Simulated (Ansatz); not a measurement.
`CS[SiH](O)F` + `C[Se]CO` → `C[Se][SiH](O)F` + `CSCO`  (formal exchange of groups at the Si–S bond)

Gas-phase electronic energies from Ansatz, PBE0-D4/def2-TZVP geometries. CBS: MP2 limit from def2 TZ/QZ plus the TZ coupled-cluster correction, frozen cores. For Se outer-core shells are correlated without core-valence functions, which leaves a few kJ/mol of doubt a bond. Scalar relativity is left out up to krypton. One conformer a species, not always the lowest.

`CS[SiH](O)F`:

```xyz
10

C     1.795   -0.188    0.247
S     0.335   -1.204   -0.136
Si   -1.178    0.252    0.080
O    -2.563   -0.324   -0.546
F    -0.694    1.578   -0.670
H     2.661   -0.840    0.135
H     1.760    0.177    1.272
H     1.879    0.646   -0.447
H    -1.462    0.652    1.469
H    -2.533   -0.749   -1.405
```

`C[Se]CO`:

Cartesian coordinates in Å:
```
C 1.282 0.594 0.800
Se 0.063 1.247 -0.564
C -1.223 -0.221 -0.433
O -0.707 -1.466 -0.793
H 0.840 0.705 1.788
H 1.517 -0.450 0.600
H 2.190 1.192 0.736
H -2.067 0.091 -1.057
H -1.555 -0.299 0.602
H -0.340 -1.392 -1.679
```

`C[Se][SiH](O)F`:

Z-matrix (Å, degrees):
```
C
Se 1 1.962
H 1 1.088 2 106.1
H 1 1.087 2 110.5 3 118.9
H 1 1.088 2 110.3 3 -118.5
Si 2 2.254 1 95.1 3 -179.1
F 6 1.594 2 104.9 1 -178.3
O 6 1.630 2 112.9 1 60.7
H 6 1.475 2 114.0 1 -59.0
H 8 0.960 6 117.4 2 47.6
```

`CSCO`:

Cartesian coordinates in Å:
```
C -0.479 -1.444 -0.244
S -1.163 0.214 -0.389
C 0.346 1.178 -0.189
O 0.942 1.072 1.073
H -1.318 -2.139 -0.216
H 0.152 -1.683 -1.102
H 0.095 -1.539 0.677
H 0.056 2.207 -0.431
H 1.094 0.848 -0.912
H 0.275 1.287 1.733
```

| species | CCSD(T)/CBS(def2) energy (Eh) |
| --- | --- |
| `CS[SiH](O)F` | -903.03397 |
| `C[Se]CO` | -2555.58222 |
| `C[Se][SiH](O)F` | -2905.96242 |
| `CSCO` | -552.65440 |

Task: Work out ΔE.

Result: ΔE = (-2905.96242) + (-552.65440) − (-903.03397) − (-2555.58222) = -0.00063 Eh = -0.4 kcal/mol.

Largest T1 diagnostic among the species: 0.011.

In def2-TZVPP, CCSD(T) changes the Hartree–Fock value by +0.9 kcal/mol (the triples alone add +0.1 kcal/mol) and MP2 by +0.8 kcal/mol.
